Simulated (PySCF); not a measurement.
Fine-structure interval of Ca³⁺ by level of theory

Ca³⁺ [Ne] 3s2 3p5 [3p1/2^2 3p3/2^3, M_J = 3/2] → Ca³⁺ [Ne] 3s2 3p5 [3p1/2^1 3p3/2^4, M_J = 1/2], as a difference of total energies. All numbers are calculated (PySCF 2.14, the two-component X2C-1e Hamiltonian, in an even-tempered Gaussian basis (21 s from 0.092 bohr⁻², ratio 2.4; 15 p from 0.12 bohr⁻², ratio 2.4; 5 d from 1.7 bohr⁻², ratio 2.6; 5 f from 2.5 bohr⁻², ratio 2.6)). Correlated levels: 1s2 frozen; the 52 highest virtual spinors dropped. "Screened" scales the spin-orbit matrix elements by Boettger's factors to mimic the two-electron term; Breit and QED terms are absent.

| method | fine-structure interval (cm⁻¹) |
| --- | --- |
| GHF (screened spin-orbit) | 2720.8 |
| GMP2 (screened spin-orbit) | 3149.9 |
| GHF (bare spin-orbit) | 3064.5 |

GHF and GMP2 differ strongly here because the two determinants are spin-polarised to different degrees; the interval is a small difference of such terms.
